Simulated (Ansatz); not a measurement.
`O[SiH](Cl)CF` + H₂S → `FC[SiH](S)Cl` + H₂O  (ligand exchange at the Si–O bond)

Gas-phase electronic energies from Ansatz, PBE0-D4/def2-TZVP geometries. CCSD(T)/CBS adds triple-zeta CCSD(T) − MP2 to the extrapolated MP2 energy (def2 sets, frozen cores). This one scheme is used for every species. DFT in def2-TZVPP. B3LYP here is the variant with VWN-RPA as its local correlation; programs differ in this. One conformer a species, not always the lowest.

| level | ΔE (kcal/mol) |
| --- | --- |
| B3LYP | 12.6 |
| CCSD(T)/def2-TZVPP | 11.5 |

(1) What does CCSD(T)/CBS give? (Estimate.)

Largest T1 diagnostic among the species: 0.011.

Answers

(1) The calculation gave: +10.2 kcal/mol. The listed levels differ from it by 2.4, 1.3 kcal/mol.

The D4 term adds −1.4 kcal/mol with B3LYP and −0.7 kcal/mol with PBE0; it sums over pairs of atoms, weighted by their polarisabilities, and B3LYP, whose exchange is more repulsive, gets the larger term. In def2-TZVPP, CCSD(T) changes the Hartree–Fock value by −4.0 kcal/mol (the triples alone add −0.8 kcal/mol) and MP2 by −5.0 kcal/mol.
